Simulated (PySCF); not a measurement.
C5H7F, SMILES C#C[C@H](F)CC. Atoms are numbered in the order given.

```xyz
13

C      2.0913     1.0559     0.6187
C      1.2699     0.3026     0.1467
C      0.2756    -0.6293    -0.3966
F     -0.1812    -0.1609    -1.6267
C     -0.9243    -0.8418     0.5284
C     -1.7229     0.4325     0.7882
H      2.8216     1.7275     1.0296
H      0.7705    -1.5988    -0.5876
H     -0.5514    -1.2732     1.4724
H     -1.5633    -1.6067     0.0567
H     -2.5988     0.2241     1.4210
H     -1.1071     1.1915     1.2955
H     -2.0780     0.8636    -0.1595
```

Geometry optimised at B3LYP-D3(BJ)/def2-SVP. The structure was generated by enumeration; whether it is a known compound was not checked. Other conformers were not sampled.

Calculation: PBE/pcSseg-1 (PySCF).

GIAO shieldings, no solvent; atoms listed in one row are averaged. δ = σ(ref) − σ: ¹³C against TMS (σ = 182.0 ppm); ¹⁹F against CFCl3 (σ = 133.6 ppm); ¹H against TMS (σ = 31.49 ppm), references at their B3LYP-D3(BJ)/def2-TZVP geometries, non-relativistic.

```
nucleus          atoms  count  δ (ppm)
-------  -------------  -----  -------
¹³C                 C3      1     89.7
¹³C                 C2      1     85.4
¹³C                 C1      1     82.1
¹³C                 C5      1     36.4
¹³C                 C6      1     10.3
¹⁹F                 F4      1   -237.0
¹H                  H8      1     5.80
¹H                  H7      1     2.60
¹H                 H10      1     2.26
¹H                  H9      1     1.77
¹H       H11, H12, H13      3     1.49
```
